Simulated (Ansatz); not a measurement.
Cost and result for the atomization energy of CH5AlBF (`FC[BH][AlH2]`) (9 atoms, 8 bonds).

Z-matrix (Å, degrees):
```
C
B 1 1.552
F 1 1.475 2 105.5
H 1 1.094 2 115.9 3 115.3
H 1 1.094 2 115.9 3 -115.3
Al 2 2.127 1 91.9 3 0.0
H 2 1.193 1 120.1 3 -180.0
H 6 1.592 2 119.8 1 93.2
H 6 1.592 2 119.9 1 -93.3
```

The species carries charge 0 and has multiplicity 1. All single points use the PBE0-D4/def2-TZVP geometry. It is one conformer, not always the lowest. Program: Ansatz. All runs use 2 threads of an AMD EPYC 7B13 on a shared host. Times are those of one run each, without the atoms' runs, and a repeat can differ threefold. Electronic energies, without spin–orbit coupling; frozen cores. CCSD(T)/CBS adds CCSD(T) − MP2 in def2-TZVPP to the MP2 limit, and its time is that of the two runs behind it. T1 = 0.013. HSE06 is the plane-wave form, built on full-range PBE exchange.

CCSD(T)/CBS is a level of theory with its own doubt, some kJ/mol a heavy atom from the limit and from the frozen cores, so smaller differences don't rank the functionals.

```csv
level,functions,wall time
LDA (SPW92)/def2-TZVPP,205,1.2 s
BLYP-D4/def2-TZVPP,205,2.1 s
CCSD(T)/def2-SVP,85,2.4 s
PBE0-D4/def2-TZVPP,205,2.5 s
HSE06-D4/def2-TZVPP,205,2.7 s
r2SCAN-D4/def2-TZVPP (with forces),205,4.1 s
r2SCANh-D4/def2-TZVPP,205,4.1 s
B2PLYP/def2-TZVPP,205,4.5 s
B97M-V/def2-TZVPP,205,7.5 s
ωB97M-V/def2-TZVPP (with forces),205,8.5 s
MP2/def2-QZVPP,391,16 s
CCSD(T)/def2-TZVPP,205,45 s
CCSD(T)/CBS(def2),–,61 s
```

Task: What atomization energy does each give, and how far from CCSD(T)/CBS? (Estimate.)

Result: Computed: 
| level | atomization (kJ/mol) | difference from CCSD(T)/CBS | per bond |
| --- | --- | --- | --- |
| LDA (SPW92)/def2-TZVPP | 3287.1 | 402.7 | 50.3 |
| BLYP-D4/def2-TZVPP | 2882.2 | -2.2 | -0.3 |
| CCSD(T)/def2-SVP | 2757.4 | -127.0 | -15.9 |
| PBE0-D4/def2-TZVPP | 2887.4 | 3.0 | 0.4 |
| HSE06-D4/def2-TZVPP | 2888.8 | 4.4 | 0.6 |
| r2SCAN-D4/def2-TZVPP (with forces) | 2913.5 | 29.1 | 3.6 |
| r2SCANh-D4/def2-TZVPP | 2895.2 | 10.8 | 1.4 |
| B2PLYP/def2-TZVPP | 2860.5 | -23.9 | -3.0 |
| B97M-V/def2-TZVPP | 2930.1 | 45.7 | 5.7 |
| ωB97M-V/def2-TZVPP (with forces) | 2905.8 | 21.4 | 2.7 |
| MP2/def2-QZVPP | 2889.4 | 5.0 | 0.6 |
| CCSD(T)/def2-TZVPP | 2816.0 | -68.4 | -8.6 |
| CCSD(T)/CBS(def2) | 2884.4 | 0.0 | 0.0 |

From r2SCAN to r2SCAN0 (25 % exact exchange), in def2-TZVPP and without D4, the atomization energy moves by −44.8 kJ/mol: exact exchange takes away binding that semilocal exchange gives to molecules. Leaving LDA and LC-ωPBE aside and taking each functional with its dispersion term where it has one, the values, not all of them listed here, spread over 103.1 kJ/mol, from BHLYP-D4 to B97M-V. LDA lies +371.5 kJ/mol from PBE without D4, its usual overbinding. In def2-TZVPP, CCSD(T) changes the Hartree–Fock value by +640.7 kJ/mol (the triples alone add +35.3 kJ/mol) and MP2 by +673.5 kJ/mol; breaking electron pairs costs correlation energy, which Hartree–Fock lacks.
